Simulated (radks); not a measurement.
Neutral nickel: order these configurations by energy. All-electron calculation, Dirac Kohn-Sham, PBE, spin-unpolarised, spherical densities, finite nucleus; Fermi nuclear charge, rms radius of each element as measured or else 0.836 A^(1/3) + 0.57 fm. Program: a radial shooting solver on a logarithmic mesh with Libxc functionals. Sub-shells are occupied by j as written (lower j first in brackets). [Ar] 3d(3/2: 4, 5/2: 3) 4s2 4p(1/2: 1, 3/2: 0); [Ar] 3d(3/2: 4, 5/2: 4) 4s1 4p(1/2: 1, 3/2: 0); [Ar] 3d(3/2: 4, 5/2: 4) 4s2; [Ar] 3d(3/2: 4, 5/2: 5) 4p(1/2: 1, 3/2: 0); [Ar] 3d(3/2: 4, 5/2: 5) 4s1; [Ar] 3d10.

Answer. From the lowest, in eV above it: [Ar] 3d(3/2: 4, 5/2: 5) 4s1 0.000; [Ar] 3d10 0.980; [Ar] 3d(3/2: 4, 5/2: 4) 4s2 1.492; [Ar] 3d(3/2: 4, 5/2: 5) 4p(1/2: 1, 3/2: 0) 3.906; [Ar] 3d(3/2: 4, 5/2: 4) 4s1 4p(1/2: 1, 3/2: 0) 6.043; [Ar] 3d(3/2: 4, 5/2: 3) 4s2 4p(1/2: 1, 3/2: 0) 11.853.
